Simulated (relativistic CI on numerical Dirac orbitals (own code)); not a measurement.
**I29+: q coefficients and field-shift factors**

Calculated at this level of theory: Dirac-Coulomb-Breit CI, orbitals from a KLI potential per configuration, derivatives by finite differences, unscaled Slater integrals, QED left out (own radial code, finite nucleus).

CI space (outside the closed core [Ne]): 3s2.3p6.3d6, 3s2.3p5.3d7, 3s2.3p4.3d8, 3s.3p6.3d7, 3p6.3d8, 3s.3p5.3d8, 3s2.3p6.3d5.4s, 3s2.3p6.3d5.4p. Levels of other configurations are missing.

With x = (α/α₀)² − 1 an excitation energy changes as ω = ω₀ + qx; K = 2q/ω₀ is the relative enhancement. Terms are leading LS components, so labels can repeat. The field-shift factor is F = δν/δ⟨r²⟩ for the transition from the lowest level.

Lowest level 3s2.3p6.3d6 5D_4.

```
           Level  ω₀ (cm⁻¹)  q (cm⁻¹)       K  F (GHz/fm²)
3s2.3p6.3d6 3P_2      36229      1071  0.0591      -0.0681
3s2.3p6.3d6 5D_3      72229     95520    2.64        0.848
3s2.3p6.3d6 5D_0      80835     50350    1.25        0.494
3s2.3p6.3d6 5D_1      92631    100300    2.16        0.875
3s2.3p6.3d6 3H_4     110275     57630    1.05         0.64
3s2.3p6.3d6 3G_5     145023     74030    1.02         0.84
3s2.3p6.3d6 3H_6     145611     75140    1.03        0.885
3s2.3p6.3d6 3F_2     167391     99020    1.18        0.866
3s2.3p6.3d6 3F_3     171703     90320    1.05        0.917
3s2.3p6.3d6 3P_2     181860    151500    1.67         1.29
3s2.3p6.3d6 1S_0     215880    155700    1.44         1.54
3s2.3p6.3d6 3H_4     219376    134300    1.22         1.41
3s2.3p6.3d6 3D_1     227590    113600   0.998         1.17
```

At this charge energies of transitions that change n are usually good to better than 1 %, and those within a shell (Δn = 0) to a few per cent. Terms inside the open d or f shell come out 10 to 20 % too wide with unscaled integrals.
